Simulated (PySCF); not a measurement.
**Ionisation energy of Hg⁺ by level of theory**

Hg⁺ [Xe] 4f14 5d10 6s1 (2S) → Hg²⁺ [Xe] 4f14 5d10 (1S), as a difference of total energies. All numbers are calculated (PySCF 2.14, a scalar-relativistic core potential, in def2-QZVPPD with the def2 core potential (60 electrons)). Correlated levels: valence: 5s2 5p6 frozen; valence and next inner shell: nothing frozen outside the core potential. The calculations carry no spin-orbit coupling.

```tsv
method	ionisation energy (eV)
UHF	17.148
LDA	19.556
PBE	19.142
PBE0	18.815
r2SCAN	19.041
TPSSh	18.793
M06-L	18.352
BLYP	19.153
B97-3	18.610
MP2 (valence)	18.677
SCS-MP2 (valence)	18.464
MP2 (valence and next inner shell)	18.870
SCS-MP2 (valence and next inner shell)	18.602
```

Question: How much does correlation contribute at MP2 (valence and next inner shell)?

Answer: 18.870 − (17.148) = 1.722 eV, measured against UHF.

Errors of the correlated levels include the incompleteness of this basis and the frozen core.

For comparison: 18.757 eV (measured; NIST Atomic Spectra Database, ionization energies).
